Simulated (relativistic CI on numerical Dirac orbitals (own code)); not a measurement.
Level scheme of Cd⁶⁺

Computed by Dirac-Coulomb-Breit CI, orbitals from a KLI potential per configuration, model QED (radiative potential, 1s self-energy scaled to tabulated hydrogen-like ionisation energies), unscaled Slater integrals (own radial code, finite nucleus).

CI space (outside the closed core [Ar] 3d10): 4s2 4p6 4d6, 4s2 4p6 4d5 5s, 4s2 4p6 4d5 4f, 4s2 4p5 4d7, 4s2 4p6 4d5 5p, 4s2 4p6 4d5 5d, 4s2 4p4 4d8, 4s2 4p6 4d5 6s, 4s2 4p6 4d4 5s2, 4s 4p6 4d7, 4s2 4p6 4d5 6p, 4s2 4p6 4d5 5f, 4s2 4p6 4d5 6d, 4s2 4p6 4d5 5g. Levels of other configurations are missing.

The lowest level is 4s2 4p6 4d6 5D_4, with 96 % of that term; Hund's rules for 4s2 4p6 4d6 give 5D with J = 4, in agreement.

| No. | Configuration | Term | J | E (cm⁻¹) | % | Next component (%) | Landé g | jj configuration (%) |
| --- | --- | --- | --- | --- | --- | --- | --- | --- |
| 1 | 4s2 4p6 4d6 | 5D | 4 | 0.0 | 96 | 4 3F | 1.491 | 4d3/2^3 4d5/2^3 (46) |
| 2 | 4s2 4p6 4d6 | 5D | 3 | 3270.6 | 98 | 1 3F | 1.494 | 4d3/2^3 4d5/2^3 (60) |
| 3 | 4s2 4p6 4d6 | 5D | 2 | 4647.1 | 93 | 5 3P | 1.495 | 4d3/2^2 4d5/2^4 (52) |
| 4 | 4s2 4p6 4d6 | 5D | 1 | 5821.4 | 94 | 5 3P | 1.496 | 4d3/2^3 4d5/2^3 (57) |
| 5 | 4s2 4p6 4d6 | 5D | 0 | 6311.0 | 94 | 5 3P |  | 4d3/2^2 4d5/2^4 (67) |
| 6 | 4s2 4p6 4d6 | 3P | 2 | 22951.8 | 89 | 6 5D | 1.480 | 4d3/2^2 4d5/2^4 (40) |
| 7 | 4s2 4p6 4d6 | 3F | 4 | 25019.6 | 44 | 21 3H | 1.089 | 4d5/2^2 (60) |
| 8 | 4s2 4p6 4d6 | 3H | 6 | 27858.5 | 95 | 5 1I | 1.159 | 4d3/2^3 4d5/2^3 (80) |
| 9 | 4s2 4p6 4d6 | 3H | 5 | 27990.8 | 68 | 32 3G | 1.087 | 4d3/2^3 4d5/2^3 (90) |
| 10 | 4s2 4p6 4d6 | 3F | 3 | 29091.1 | 80 | 17 3G | 1.033 | 4d3/2^3 4d5/2^3 (65) |
| 11 | 4s2 4p6 4d6 | 3F | 2 | 29924.1 | 92 | 7 1D | 0.694 | 4d3/2^3 4d5/2^3 (51) |
| 12 | 4s2 4p6 4d6 | 3H | 4 | 31041.3 | 62 | 36 3F | 0.970 | 4d3/2^2 4d5/2^4 (78) |
| 13 | 4s2 4p6 4d6 | 3P | 1 | 31957.7 | 89 | 6 3D | 1.443 | 4d3/2 4d5/2^5 (64) |
| 14 | 4s2 4p6 4d6 | 3P | 0 | 31978.7 | 67 | 28 1S |  | 4d3/2^3 4d5/2^3 (47) |
| 15 | 4s2 4p6 4d6 | 3G | 5 | 35118.3 | 67 | 32 3H | 1.146 | 4d3/2^2 4d5/2^4 (90) |
| 16 | 4s2 4p6 4d6 | 3G | 4 | 36619.1 | 78 | 8 1G | 1.047 | 4d3/2^2 4d5/2^4 (42) |
| 17 | 4s2 4p6 4d6 | 3G | 3 | 37454.2 | 80 | 18 3F | 0.814 | 4d3/2^2 4d5/2^4 (67) |
| 18 | 4s2 4p6 4d6 | 3D | 2 | 39152.6 | 82 | 10 1D | 1.154 | 4d3/2^2 4d5/2^4 (49) |
| 19 | 4s2 4p6 4d6 | 3D | 1 | 40359.3 | 93 | 7 3P | 0.567 | 4d3/2^2 4d5/2^4 (59) |
| 20 | 4s2 4p6 4d6 | 3D | 3 | 40691.1 | 94 | 2 3F | 1.320 | 4d3/2^3 4d5/2^3 (52) |
| 21 | 4s2 4p6 4d6 | 1I | 6 | 43959.3 | 95 | 5 3H | 1.007 | 4d3/2^2 4d5/2^4 (80) |
| 22 | 4s2 4p6 4d6 | 1G | 4 | 44844.8 | 78 | 11 3H | 1.003 | 4d3/2 4d5/2^5 (53) |
| 23 | 4s2 4p6 4d6 | 1S | 0 | 47848.0 | 61 | 37 3P |  | 4d5/2^6 (43) |
| 24 | 4s2 4p6 4d6 | 1D | 2 | 48728.4 | 78 | 11 3D | 1.018 | 4d3/2 4d5/2^5 (37) |
| 25 | 4s2 4p6 4d6 | 1F | 3 | 54471.2 | 82 | 16 3F | 1.013 | 4d3/2^3 4d5/2^3 (83) |
| 26 | 4s2 4p6 4d6 | 3P | 0 | 59510.8 | 88 | 10 1S |  | 4d5/2^2 (38) |
| 27 | 4s2 4p6 4d6 | 3P | 1 | 61478.3 | 98 | 1 3D | 1.493 | 4d3/2^3 4d5/2^3 (74) |
| 28 | 4s2 4p6 4d6 | 3F | 2 | 65081.3 | 97 | 1 3D | 0.675 | 4d3/2^2 4d5/2^4 (69) |
| 29 | 4s2 4p6 4d6 | 3F | 4 | 65119.6 | 93 | 5 1G | 1.235 | 4d3/2^2 4d5/2^4 (59) |
| 30 | 4s2 4p6 4d6 | 3F | 3 | 67471.7 | 82 | 14 1F | 1.074 | 4d3/2 4d5/2^5 (54) |
| 31 | 4s2 4p6 4d6 | 3P | 2 | 67551.8 | 95 | 3 1D | 1.481 | 4d3/2^2 4d5/2^4 (49) |
| 32 | 4s2 4p6 4d6 | 1G | 4 | 74958.8 | 93 | 6 3F | 1.013 | 4d3/2^2 4d5/2^4 (57) |
| 33 | 4s2 4p6 4d6 | 1D | 2 | 96807.1 | 98 | 1 4s2 4p4 4d8 1D | 1.000 | 4d3/2^2 4d5/2^4 (71) |
| 34 | 4s2 4p6 4d6 | 1S | 0 | 122625.8 | 98 | 1 4s2 4p4 4d8 1S |  | 4d3/2^2 4d5/2^4 (75) |
| 35 | 4s2 4p6 4d5 5s | 7S | 3 | 220120.2 | 98 | 2 5P | 1.995 | 4d3/2^2 4d5/2^3 5s (41) |
| 36 | 4s2 4p6 4d5 5s | 5S | 2 | 240922.2 | 97 | 2 3P | 1.988 | 4d3/2^2 4d5/2^3 5s (40) |
| 37 | 4s2 4p6 4d5 5s | 5G | 2 | 259995.5 | 93 | 6 3F | 0.367 | 4d3/2^3 4d5/2^2 5s (34) |
| 38 | 4s2 4p6 4d5 5s | 5G | 3 | 260375.6 | 91 | 4 3F | 0.951 | 4d3/2^3 4d5/2^2 5s (36) |
| 39 | 4s2 4p6 4d5 5s | 5G | 4 | 260889.9 | 96 | 2 3F | 1.156 | 4d3/2^2 4d5/2^3 5s (44) |
| 40 | 4s2 4p6 4d5 5s | 5G | 6 | 260949.6 | 97 | 2 3H | 1.329 | 4d3/2^2 4d5/2^3 5s (47) |
| 41 | 4s2 4p6 4d5 5s | 5G | 5 | 261142.1 | 98 | 1 5F | 1.265 | 4d3/2^2 4d5/2^3 5s (60) |
| 42 | 4s2 4p6 4d5 5s | 5P | 3 | 263660.5 | 53 | 34 5D | 1.553 | 4d5/2 5s (40) |
| 43 | 4s2 4p6 4d5 5s | 5P | 2 | 264566.8 | 55 | 40 5D | 1.666 | 4d3/2^3 4d5/2^2 5s (58) |
| 44 | 4s2 4p6 4d5 5s | 5P | 1 | 265950.5 | 64 | 34 5D | 2.138 | 4d3/2^3 4d5/2^2 5s (52) |
| 45 | 4s2 4p6 4d5 5s | 5D | 4 | 269020.7 | 92 | 3 5F | 1.480 | 4d3/2^2 4d5/2^3 5s (54) |

Energies count from the lowest computed level. Filled j subshells are mostly left out of the jj labels.

The mean weight of the leading LS term, summed over parents, in these 45 levels is 85 %, and that of the leading jj configuration (from the same eigenvectors) 57 %, so LS coupling describes them better.

At this charge configurations can still be misplaced by up to about 7 % of their energy. Terms inside the open d or f shell come out 10 to 20 % too wide with unscaled integrals.

Landé's interval rule says that E(J) − E(J−1) = AJ with one A. For the ground term the intervals give A = -489.6, -587.1, -458.8, -817.7 cm⁻¹ for J = 1, 2, 3, 4; the multiplet is inverted.
